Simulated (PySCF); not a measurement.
# ErF3(NH3) at several levels of theory

Computed with PySCF 2.14.0 (density fitting, no spin-orbit coupling) at the geometry relaxed with PBE0:

```xyz
8
ErF3(NH3) (singlet in the valence; each metal's 4f electrons, 11 of them, lie in its core potential, out of spins and levels)
Er    0.0950   -0.0950    0.0950
F     1.0612    1.3789    1.0612
F    -1.3789   -1.0612    1.0612
F     1.0612   -1.0612   -1.3789
N    -1.3287    1.3287   -1.3287
H    -1.9387    1.9387   -0.7805
H    -0.7805    1.9387   -1.9387
H    -1.9387    0.7805   -1.9387
```

| level | basis | state | HOMO (eV) | gap (eV) | charge on Er1 (e) | population of f-type functions on Er1 (polarisation alone where 4f lies in the core) | dipole about the centre of mass (D) | largest force component (eV/Å) |
| --- | --- | --- | --- | --- | --- | --- | --- | --- |
| PBE0 | Er lcecp-1-SVP with ECP57, F def2-SVP, N def2-SVP, H def2-SVP | singlet | -9.54 | 8.76 | 1.14 | 0.08 | 5.93 | 0.00 |
| PBE0 | Er lcecp-1-TZVP with ECP57, F def2-TZVP, N def2-TZVP, H def2-TZVP | singlet | -9.71 | 8.71 | 1.60 | 0.10 | 5.90 | 0.22 |

In the lcecp rows the 4f levels are missing from HOMO and gap, and the state counts the valence alone.

Charges are Mulliken's, which hang on the basis. The relaxation used the grid (50, 194), these runs (75, 302) or, all-electron (x2c bases, spin-free X2C Hamiltonian), (99, 590).

Problem. A further run in the first row's basis gives HOMO (eV) -7.56, gap (eV) 6.03, charge on Er1 (e) 0.90, population of f-type functions on Er1 (polarisation alone where 4f lies in the core) 0.08, dipole about the centre of mass (D) 5.83, largest force component (eV/Å) 0.22. Which level was it?
A. PBE
B. r2SCAN

Solution. A. The others give HOMO -8.01 eV (r2SCAN).

In the first row's basis the gap widens with exact exchange: 6.0 to 7.1 eV for PBE, r2SCAN (none); 8.8 eV for PBE0 (a fixed share).

An lcecp potential fixes the number of 4f electrons, so in runs with it no electron can move into or out of that shell.
